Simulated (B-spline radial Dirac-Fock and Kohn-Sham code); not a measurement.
## The Si-like isoelectronic sequence (14 electrons), Z = 56 to 70

Model: Dirac-Fock (average of configuration) total-energy differences with a finite nucleus, the Breit interaction including its frequency dependence, and self-energy and vacuum-polarisation corrections. Program: a B-spline atomic structure program. Binding energies in eV, tabulated ground configurations ([Ne] 3s2 3p2 throughout). Correlation and solid-state effects are left out.

```
  ion       1s       2s    2p3/2  outermost level  NIST ionisation energy
Ba⁴²⁺  40167.5   8569.8   7839.8      3204.8 (3p)                3266 ± 4
La⁴³⁺  41755.2   8943.0   8172.6      3350.0 (3p)                3416 ± 4
Ce⁴⁴⁺  43378.0   9325.4   8512.5      3498.6 (3p)                3570 ± 4
Pr⁴⁵⁺  45036.4   9717.1   8859.4      3650.6 (3p)                3729 ± 4
Nd⁴⁶⁺        ?        ?        ?                ?                       ?
Pm⁴⁷⁺  48461.3  10528.9   9574.3      3964.8 (3p)                4056 ± 4
Sm⁴⁸⁺  50228.4  10949.2   9942.4      4127.1 (3p)                4227 ± 4
Eu⁴⁹⁺  52032.9  11379.3  10317.6      4292.9 (3p)                4400 ± 4
Gd⁵⁰⁺  53875.0  11819.4  10699.9      4462.1 (3p)                4578 ± 4
Tb⁵¹⁺  55755.6  12269.6  11089.3      4634.9 (3p)                4760 ± 4
Dy⁵²⁺  57673.8  12730.0  11485.8      4811.2 (3p)                4945 ± 4
Ho⁵³⁺  59631.7  13200.8  11889.5      4991.1 (3p)                5135 ± 5
Er⁵⁴⁺  61628.9  13682.1  12300.3      5174.5 (3p)                5329 ± 5
Tm⁵⁵⁺  63666.6  14174.2  12718.3      5361.6 (3p)                5527 ± 5
Yb⁵⁶⁺  65744.3  14677.1  13143.5      5552.3 (3p)                5731 ± 5
```

Q: Fill in the row of Nd⁴⁶⁺.

A: 1s 46730.7, 2s 10118.3, 2p3/2 9213.3, outermost 3806.0 (3p), NIST 3891 ± 4 eV.

NIST's values are for the lowest levels; a dash marks a value that is missing or belongs to another shell. Their kind here: theoretical. Where a p, d or f shell is open in either ion the computed value averages over both j values and all terms, while the table refers to the lowest levels; that difference holds spin-orbit splitting (largest in heavy or highly charged ions), term energies where several electrons share open shells, and correlation, and it can reach 10 % or more.
